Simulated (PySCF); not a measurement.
## Radial density of I⁺ (iodine, charge +1)

UHF, [Kr] 4d10 5s2 5p4, high-spin 3P determinant. All numbers are calculated (PySCF 2.14, a scalar-relativistic core potential, in aug-cc-pVDZ-PP with ECP28MDF (5s4p3d, 32 functions)). This is the valence pseudo-density: the core potential removes the inner electrons and smooths the orbitals near the nucleus.

```csv
r (bohr),4πr²ρ (e/bohr),4πr²(ρα − ρβ)
0.00192,1.034e-05,0.0000
0.00323,2.886e-05,0.0000
0.00544,7.870e-05,0.0000
0.00915,0.0002015,0.0000
0.0154,0.0004437,0.0000
0.0259,0.0007621,0.0000
0.0435,0.001148,0.0000
0.0732,0.002293,0.0000
0.123,0.01614,0.0002
0.207,0.1954,0.0024
0.349,3.167,0.0422
0.586,22.85,0.2331
0.986,18.07,-0.0175
1.66,4.943,0.9900
2.79,1.773,0.6597
4.69,0.1191,0.0466
7.89,4.073e-05,0.0000
```

Energies and moments cover only the electrons outside the core potential.

(1) Where is the radial spin density 4πr²(ρα − ρβ) most negative, and why is it negative at all?

Answers

(1) Around r = 0.986 bohr, down to -0.0175 e/bohr: exchange with the open shell polarises the paired shells in an unrestricted calculation.
